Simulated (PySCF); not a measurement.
(Me)3Sn-S-SiH3, C3H12SSiSn.
Cartesian coordinates in Å at the PBE0-D3(BJ)/def2-SVP level; atoms count from 1:
```xyz
18
C3H12SSiSn angstrom
Sn     0.571   -0.058    0.263
C      2.563   -0.816    0.509
C      0.304    1.892    1.122
C     -0.934   -1.440    0.929
S      0.323    0.193   -2.166
Si    -1.804    0.327   -2.266
H      2.848   -0.789    1.571
H      3.268   -0.199   -0.067
H      2.616   -1.852    0.148
H      0.437    1.852    2.213
H      1.037    2.589    0.694
H     -0.708    2.257    0.898
H     -1.933   -0.990    0.841
H     -0.757   -1.705    1.983
H     -0.899   -2.353    0.318
H     -2.168    0.842   -3.618
H     -2.473   -0.996   -2.065
H     -2.349    1.263   -1.229
```

Theory: PySCF, PBE0-D3(BJ)/def2-SVP geometry optimisation, gas phase, def2 core potentials past Kr.

Masses are those of the commonest isotopes; rigid-rotor values at the optimised geometry. 

Question: What are A, B and C (cm⁻¹)?

Answer: Ia = 252.30, Ib = 572.72, Ic = 608.68 u·Å²; 505379 MHz·u·Å²/I gives 2003, 882.4 and 830.3 MHz, that is A = 0.06682, B = 0.02943, C = 0.02770 cm⁻¹.

Question: What kind of rotor is it?

Answer: A near-prolate asymmetric top; Ray's κ = -0.911.

Question: Is it planar, by Δ = Ic − Ia − Ib?

Answer: Not planar: Δ = Ic − Ia − Ib = -216.33 u·Å². For a rigid frame Δ = −2 Σ m c², so Σ m c² = 108.17 u·Å² lies off the ab plane: 32.01 from hydrogen and 76.16 from heavier atoms. The atom farthest from that plane is 2.70 Å away.

Question: Which lines would a microwave search look for?

Answer: The dipole components are |μa| = 2.31 D, |μb| = 1.56 D, |μc| = 0.05 D. Intensities carry the squares of the components, which stand as 1.00 : 0.46 : 0.00 (a : b : c). Some lines, for components of 0.1 D or more:

```tsv
type	branch	J(Ka,Kc)	MHz	lower level (cm⁻¹)
b	Q	1(1,0) ← 1(0,1)	1173	0.057
b	Q	2(1,1) ← 2(0,2)	1227	0.171
a	R	1(0,1) ← 0(0,0)	1713	0.000
b	R	2(0,2) ← 1(1,1)	2303	0.095
b	R	1(1,1) ← 0(0,0)	2833	0.000
b	Q	2(2,0) ← 2(1,1)	3364	0.212
a	R	2(1,2) ← 1(1,1)	3373	0.095
a	R	2(0,2) ← 1(0,1)	3424	0.057
a	R	2(1,1) ← 1(1,0)	3478	0.096
b	Q	2(2,1) ← 2(1,2)	3518	0.207
b	R	2(1,2) ← 1(0,1)	4494	0.057
b	R	2(2,1) ← 1(1,0)	6840	0.096
b	R	2(2,0) ← 1(1,1)	6894	0.095
```

Atoms past krypton carry def2 core potentials. Not checked by PBE0-D3(BJ)/def2-SVP frequencies. Zero-point vibration and centrifugal distortion are left out. A rigid rotor knows nothing of internal rotation, which can split or shift real lines.

The run took 8.9 min on one thread of an Intel Xeon at 2.50 GHz (shared host), and the process peaked at 0.68 GiB of memory. This is the geometry optimisation.
